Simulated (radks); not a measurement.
Q: Valence configurations of the iron ion Fe+ (all share [Ar]). All-electron calculation, scalar-relativistic Kohn-Sham, r2SCAN, spin-unpolarised, spherical densities, finite nucleus; meta-GGA in the generalised Kohn-Sham scheme; Fermi nuclear charge, rms radius 3.7377 fm. Program: a radial shooting solver on a logarithmic mesh with Libxc functionals. Order these by energy: 3d5 4s1 4p1; 3d7; 3d6.5 4s0.5; 3d6 4s1; 3d4 4s1 4p2; 3d5.5 4s1 4p0.5; 3d6 4p1; 3d5 4s2.

A: From the lowest, in eV above it: 3d7 0.000; 3d6.5 4s0.5 0.865; 3d6 4s1 2.403; 3d5.5 4s1 4p0.5 7.466; 3d6 4p1 7.476; 3d5 4s2 7.885; 3d5 4s1 4p1 13.780; 3d4 4s1 4p2 30.660. NIST lists [Ar] 3d6 4s1 as the ground configuration; this level of theory puts 3d7 lower, by 2.403 eV. The energies are those of spherical spin-averaged densities, not of single terms.
